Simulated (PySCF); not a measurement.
Excitation energy of B⁺ by level of theory

B⁺ [He] 2s2 (1S) → B⁺ [He] 2s1 2p1, s spin flipped, as a difference of total energies. All numbers are calculated (PySCF 2.14, scalar relativity by spin-free X2C-1e, in x2c-QZVPPall with one added diffuse shell each of s, p, d, f type (8s5p4d3f1g, 73 functions)). Correlated levels: valence: 1s2 frozen; valence and next inner shell: nothing frozen. The calculations carry no spin-orbit coupling.

```
                                method  excitation energy (eV)
                                   UHF                   6.034
                                   LDA                   5.604
                                   PBE                   5.544
                                  PBE0                   5.727
                                r2SCAN                   5.437
                                  BP86                   5.479
                                  TPSS                   5.607
                                M06-2X                   6.033
                                B2PLYP                   5.826
                         MP2 (valence)                   6.179
                     SCS-MP2 (valence)                   6.209
    MP2 (valence and next inner shell)                   6.150
SCS-MP2 (valence and next inner shell)                   6.189
```

Task: How much does correlation contribute at MP2 (valence and next inner shell)?

Result: 6.150 − (6.034) = 0.116 eV, measured against UHF.

The upper determinant mixes two multiplicities, so it lies between the two terms.
